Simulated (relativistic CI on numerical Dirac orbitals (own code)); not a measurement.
**Electric-dipole transitions in Ti21+**

Calculated at this level of theory: Dirac equation for one electron, model QED (radiative potential, 1s self-energy scaled to tabulated hydrogen-like ionisation energies) (own radial code, finite nucleus).

CI space: 1s, 2s, 2p, 3s, 3p, 3d, 4s, 4p, 4d, 4f, 5s, 5p, 5d, 5f, 5g, 6s, 6p, 6d. Levels of other configurations are missing.

```csv
λ vac (Å),Lower,Upper,A (s⁻¹),log gf,S velocity/length
2.4912,1s ²S1/2 [1],2p ²P°3/2 [4],1.46e+14,-0.27,1.00
2.4966,1s ²S1/2 [1],2p ²P°1/2 [2],1.47e+14,-0.56,1.00
9.9401,2p ²P°1/2 [2],4d ²D3/2 [12],4.10e+12,-0.61,1.00
10.023,2p ²P°3/2 [4],4d ²D5/2 [15],4.83e+12,-0.36,1.00
13.383,2p ²P°1/2 [2],3d ²D3/2 [7],1.28e+13,0.14,1.00
13.387,2s ²S1/2 [3],3p ²P°3/2 [8],5.23e+12,-0.25,1.00
13.434,2s ²S1/2 [3],3p ²P°1/2 [5],5.36e+12,-0.54,1.00
13.525,2p ²P°3/2 [4],3d ²D5/2 [9],1.51e+13,0.40,1.00
13.540,2p ²P°3/2 [4],3d ²D3/2 [7],2.52e+12,-0.56,1.00
26.236,3p ²P°1/2 [5],5d ²D3/2 [19],6.68e+11,-0.56,1.00
26.402,3d ²D3/2 [7],5f ²F°5/2 [21],9.99e+11,-0.20,1.00
26.402,3p ²P°3/2 [8],5d ²D5/2 [22],7.96e+11,-0.30,1.00
26.455,3d ²D5/2 [9],5f ²F°7/2 [24],1.06e+12,-0.05,1.00
38.261,3p ²P°1/2 [5],4d ²D3/2 [12],1.37e+12,0.08,1.00
38.272,3s ²S1/2 [6],4p ²P°3/2 [13],7.09e+11,-0.21,1.00
38.432,3s ²S1/2 [6],4p ²P°1/2 [10],7.30e+11,-0.49,1.00
38.588,3d ²D3/2 [7],4f ²F°5/2 [14],3.03e+12,0.61,1.00
38.589,3p ²P°3/2 [8],4d ²D5/2 [15],1.65e+12,0.34,1.00
38.689,3d ²D5/2 [9],4f ²F°7/2 [16],3.23e+12,0.76,1.00
54.067,4p ²P°3/2 [13],6d ²D5/2 [30],2.02e+11,-0.27,1.00
82.729,4p ²P°1/2 [10],5d ²D3/2 [19],2.88e+11,0.07,1.00
82.751,4s ²S1/2 [11],5p ²P°3/2 [20],1.70e+11,-0.16,1.00
83.353,4d ²D3/2 [12],5f ²F°5/2 [21],5.66e+11,0.55,1.00
83.354,4p ²P°3/2 [13],5d ²D5/2 [22],3.48e+11,0.34,1.00
83.538,4f ²F°5/2 [14],5g ²G7/2 [23],9.63e+11,0.91,1.00
83.539,4d ²D5/2 [15],5f ²F°7/2 [24],6.06e+11,0.71,1.00
83.625,4f ²F°7/2 [16],5g ²G9/2 [25],9.97e+11,1.02,1.00
152.40,5p ²P°1/2 [17],6d ²D3/2 [28],8.67e+10,0.08,1.00
152.44,5s ²S1/2 [18],6p ²P°3/2 [29],5.58e+10,-0.11,1.00
153.45,5p ²P°3/2 [20],6d ²D5/2 [30],1.05e+11,0.35,1.00
```

Terms are leading LS components. Brackets give the number of a level in order of energy, since labels repeat. The list gives strong lines, with weight on those to low levels. Levels whose partners in the same complex of configurations lie outside the list can be far off, and so can their lines. Rates are taken at the computed energies, electric ones in the length gauge. A velocity-to-length ratio far from 1 marks an uncertain rate.
